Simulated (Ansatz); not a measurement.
Results of the Gaussian-basis code of Ansatz.

`[O]=[W]([F])([F])([Cl])[Cl]` at its PBE0-D4/def2-TZVP geometry, where that method's forces vanish. Total charge 0; spin multiplicity 1. W takes the def2 core potential.

| atom | x (Å) | y (Å) | z (Å) |
| --- | --- | --- | --- |
| O1 | -1.400 | -0.910 | -0.493 |
| W2 | -0.074 | 0.011 | -0.070 |
| F3 | 0.689 | 0.545 | -1.674 |
| F4 | -0.683 | 1.763 | -0.026 |
| Cl5 | -0.158 | 0.088 | 2.203 |
| Cl6 | 1.626 | -1.496 | 0.060 |

For each bond, give half the difference of the two atoms' forces along it (eV/Å; positive pushes the atoms apart) under PBE-D4, r2SCAN-D4, B3LYP-D4, ωB97M-V in def2-TZVPP. (Estimate.)

The calculation gave: 
| bond | length (Å) | PBE-D4 | r2SCAN-D4 | B3LYP-D4 | ωB97M-V |
| --- | --- | --- | --- | --- | --- |
| O1–W2 | 1.669 | 1.19 | 0.60 | 0.39 | -0.55 |
| W2–F3 | 1.856 | 0.33 | 0.04 | 0.18 | -0.01 |
| W2–F4 | 1.856 | 0.33 | 0.04 | 0.18 | -0.01 |
| W2–Cl5 | 2.275 | -0.02 | 0.04 | 0.19 | 0.19 |
| W2–Cl6 | 2.275 | -0.02 | 0.04 | 0.19 | 0.19 |

B3LYP here is the variant with VWN-RPA as its local correlation; programs differ in this.
